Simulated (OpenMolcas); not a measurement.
Nb3+: moving or changing the point charges

Nb3+ among 4 point charges of -1 e arranged as a square (D4h), 1.92 Å from the ion.
```
   1.9200    0.0000    0.0000  -1.00
   0.0000    1.9200    0.0000  -1.00
  -1.9200    0.0000    0.0000  -1.00
   0.0000   -1.9200    0.0000  -1.00
```

| Property | Result |
| --- | --- |
| Program | OpenMolcas |
| Method | CASSCF |
| Basis | ANO-RCC-VDZP [6s5p3d1f] |
| Scalar Hamiltonian | DKH2, point nucleus |
| Active space | 2 electrons in 5 orbitals (4d) |
| State averaging | 2S+1 = 3 even, 10 roots; 2S+1 = 1 even, 15 roots |
| Spin-orbit coupling | RASSI with atomic mean-field integrals over the reference wave functions |

Runs around this geometry, states (labels of D4, the rotations of D4h). Energies in cm-1 above the lowest state or level, χT in cm3 K/mol.

```
R (Å)  q (e)  Ground state  First state of that spin  First gap with spin-orbit (degeneracies)  χT at 300 K  First state of another spin
 1.92   -0.8           3A2                  3E 346.9                              416.0 (1, 2)        0.204                     1B2 8764
 1.92     -1            3E                 3A2 871.3                              480.9 (1, 2)        0.251                     1A1 7638
 2.01     -1            3E                 3A2 379.5                              476.1 (1, 2)        0.204                     1A1 8261
```

Taking the first state of the same spin as R^-n, n = -ln(379.5 / 871.3) / ln(2.01 / 1.92) = 18.1 between the shortest and longest distance.

The ground state changes within this set.

Without dynamic correlation the repulsion within the d shell is too large (B by tens of per cent), so at a given field states of lower spin stand too high. Spin-orbit coupling mixes the spin-free states strongly: the lowest level takes only 50 % from its leading state, 3A2 (figures for R = 1.92, q = -0.8; the like holds for R = 2.01, q = -1). An orbital doublet at a regular site is open to a Jahn-Teller distortion, which this geometry leaves out (holds for R = 1.92, q = -1; R = 2.01, q = -1). Point charges carry no covalency, so the field is a model and not that of real ligands. No measured value stands beside these numbers.
